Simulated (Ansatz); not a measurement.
IRb, charge -1, doublet, at the geometry of the source list (a state made from the parent by changing its charge; the spin is typed, not shown lowest) (core potentials on I, Rb) (a gas-phase anion, which may not be bound at this level); PBE/def2-TZVP (Ansatz, a first-principles code).

The Ansatz input:
Ansatz 0.2 input:
```yaml
crystal:
  periodic: [false, false, false]
  atoms:
    - {symbol: Rb, position_ang: [-1.08960000, -0.77400000, -0.92830000]}
    - {symbol: I, position_ang: [1.08960000, 0.77400000, 0.92830000]}
basis:
  gaussian:
    orbitals: def2-TZVP
hamiltonian:
  xc: pbe
total_charge: -1
magnetization: {spin_polarized: true, initial_magnetization: 1}
```

Question: What does Ansatz print? Leave out banner, timings and long lists.

Answer: 
```
Functional definition: PBE
691 factors; their error is unknown
mean field evaluation 1: about -8753.0519 eV, gradient 2.6e1 eV
mean field evaluation 2: about -8749.2848 eV, gradient 3.8e1 eV
mean field evaluation 4: about -8759.2315 eV, gradient 3.5e0 eV
mean field evaluation 8: about -8759.2677 eV, gradient 3.7e-2 eV
mean field evaluation 16: about -8759.2677 eV, gradient 7.0e-5 eV
mean field evaluation 32: about -8759.2677 eV, gradient 3.2e-3 eV
mean field evaluation 64: about -8758.5545 eV, gradient 2.2e-3 eV
mean field -8759.26771263 eV, -321.8971511943 hartree, gradient 6.5e-5 eV, S^2 0.750055; 6 other end points of the search recorded, 0 dependent functions left out
reference -8759.26776063 eV, -321.8971529582 hartree; 18, 17 occupied and 65, 66 virtual orbitals, 691 factors
Total energy: -8759.26776063 eV, -321.8971529582 hartree
```
